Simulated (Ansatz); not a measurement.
A CCSD(T) single point on CH4F3MoNO, SMILES `C[N]=[Mo]([OH])([F])([F])[F]`.

```yaml
crystal:
  periodic: [false, false, false]
  atoms:
    - {symbol: C, position_ang: [0.711969, -0.780324, 1.581447]}
    - {symbol: N, position_ang: [0.220034, -0.125897, 0.428466]}
    - {symbol: Mo, position_ang: [-0.274848, 0.770955, -0.899580]}
    - {symbol: O, position_ang: [-1.360214, -0.356566, -1.913350]}
    - {symbol: F, position_ang: [0.497018, 2.467006, -0.739018]}
    - {symbol: F, position_ang: [-1.802216, 1.625713, -0.250542]}
    - {symbol: F, position_ang: [1.121751, 0.472697, -2.103124]}
    - {symbol: H, position_ang: [0.199331, -1.737015, 1.714567]}
    - {symbol: H, position_ang: [0.538237, -0.157193, 2.462989]}
    - {symbol: H, position_ang: [1.785219, -0.961087, 1.474399]}
    - {symbol: H, position_ang: [-1.570881, -1.275392, -1.735754]}
basis:
  gaussian: {orbitals: def2-SVP}
correlation: {method: ccsd_t}
```

```sh
$ ansatz run in.yaml --threads 4 --pin off --events-out ev --progress --plain --max-ram 11315MiB
```

Output of Ansatz, abridged:

```
Functional definition: HF
1332 factors; integrals over basis functions are off by at most 1.5e-3 eV
mean field evaluation 1: about -14547.9861 eV, gradient 7.5e1 eV
mean field evaluation 2: about -14548.2477 eV, gradient 7.6e1 eV
mean field evaluation 4: about -14558.7936 eV, gradient 1.5e1 eV
mean field evaluation 8: about -14559.2537 eV, gradient 1.1e0 eV
mean field evaluation 16: about -14559.2581 eV, gradient 1.8e-6 eV
mean field -14559.25812295 eV, -535.0428673990 hartree, gradient 2.3e-6 eV, S^2 0.000000; 0 other end points of the search recorded, 0 dependent functions left out; unrestricted orbitals would lower it
6 core orbitals not correlated: weight in the atoms' cores, before any rotation towards them, 1.000 or more for the frozen orbitals, at most 0.000 for the correlated occupied ones
reference -14559.25812295 eV, -535.0428673990 hartree; 27, 27 occupied and 102, 102 virtual orbitals, 1332 factors
second order -41.21527344 eV of doubles, -0.00000000 eV of singles
cycle   1  -37.71991538 eV  change     3.5e0 eV  update   3.0e-1
cycle   2  -39.58705446 eV  change    -1.9e0 eV  update   1.9e-1
cycle   3  -39.97871195 eV  change   -3.9e-1 eV  update   4.0e-2
cycle   4  -40.01384724 eV  change   -3.5e-2 eV  update   1.7e-2
cycle   5  -39.99759572 eV  change    1.6e-2 eV  update   4.8e-3
cycle   6  -39.99763400 eV  change   -3.8e-5 eV  update   2.4e-3
cycle   7  -39.99749674 eV  change    1.4e-4 eV  update   1.3e-3
cycle   8  -39.99723322 eV  change    2.6e-4 eV  update   5.3e-4
cycle   9  -39.99695961 eV  change    2.7e-4 eV  update   3.1e-4
cycle  10  -39.99737805 eV  change   -4.2e-4 eV  update   1.3e-4
cycle  11  -39.99716014 eV  change    2.2e-4 eV  update   7.3e-5
cycle  12  -39.99707842 eV  change    8.2e-5 eV  update   3.0e-5
cycle  13  -39.99715529 eV  change   -7.7e-5 eV  update   1.4e-5
cycle  14  -39.99712666 eV  change    2.9e-5 eV  update   5.9e-6
perturbative correction -1.64034761 eV, -0.0602816627 hartree
Total energy: -14600.89559722 eV, -536.5730163553 hartree
```

Hardware: 4 threads of an Arm Neoverse N1 on a shared host. Wall time 88 s, peak host memory 1.3 GiB.

Correlation energy per correlated electron: -0.771 eV. T1 diagnostic: 0.0203.
